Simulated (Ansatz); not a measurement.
Cartesian coordinates in Å:
```
Si 1.055 -1.416 -0.489
Sb -0.661 -0.780 1.315
Si -0.674 1.642 0.457
H 0.704 -0.868 -1.825
H 1.153 -2.897 -0.583
H 2.379 -0.877 -0.079
H -1.958 -1.193 0.280
H -0.770 1.719 -1.024
H -1.818 2.377 1.057
H 0.590 2.293 0.892
```

Charge 0, multiplicity 1. Sb takes the def2 core potential.

Question: List the PBE/def2-TZVPP orbital energies in eV (Ansatz 0.2.0). (Best estimate.)

Answer: The calculation gave: Occupied: -1779.78, -1779.78, -149.45, -137.54, -137.54, -102.34, -102.32, -102.23, -94.29, -94.29, -94.25, -94.25, -94.25, -94.25, -32.69, -32.67, -32.62, -32.59, -32.55, -14.86, -13.15, -12.36, -8.95, -8.82, -8.53, -8.44, -7.75, -6.90, -6.23. Lowest empty: -1.29, -1.25, -0.85, -0.61, -0.08, 0.33, 0.72, 0.92.
